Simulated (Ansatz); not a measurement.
This geometry of C$_{2}$H$_{3}$AlClIO (9 atoms, charge 0, multiplicity 1) is a first-order saddle point.

Computed with Ansatz 0.2.0, RKS LDA/def2-SVP.

```xyz
9
Properties=species:S:1:pos:R:3
C 0.231 -1.610 0.144
C -0.027 -0.176 -0.006
I 1.548 3.097 -1.075
O -0.785 0.250 -0.932
Al -0.123 1.737 0.096
Cl -1.582 2.631 1.296
H -0.742 -2.137 0.280
H 0.908 -1.838 0.988
H 0.659 -2.001 -0.808
```

(1) Which two structures does it join? (They come from a converged band through this point; their orientation in space is the band's.)

(2) How far does it lie above each of them?

Results:

(1) No bond is made or broken. The dihedral H7–C1–C2–O4 goes from -123 to 0°. The two ends are copies of one structure, up to a mirror image or an exchange of like atoms.

Initial state:

```xyz
9
Properties=species:S:1:pos:R:3
C 0.232 -1.614 0.042
C -0.021 -0.182 -0.076
I 1.684 3.193 -0.114
O -0.389 0.336 -1.175
Al -0.245 1.708 0.171
Cl -2.095 2.453 0.798
H -0.417 -2.029 0.845
H 1.272 -1.763 0.409
H 0.068 -2.149 -0.919
```

Final state:

```xyz
9
Properties=species:S:1:pos:R:3
C 0.202 -1.614 0.126
C -0.058 -0.186 -0.025
I 1.422 3.031 -1.360
O -0.935 0.243 -0.836
Al -0.098 1.731 0.058
Cl -1.344 2.675 1.445
H -0.448 -2.229 -0.532
H 0.069 -1.894 1.195
H 1.279 -1.804 -0.088
```

(2) 5.4 kJ/mol above the first and 5.4 kJ/mol above the second. This is the barrier of this one path; another mechanism may lie lower.

Time of the run: 35 s on 2 threads of AMD EPYC 7B13 (Zen 3), with other jobs on the host, peak memory 0.19 GiB.
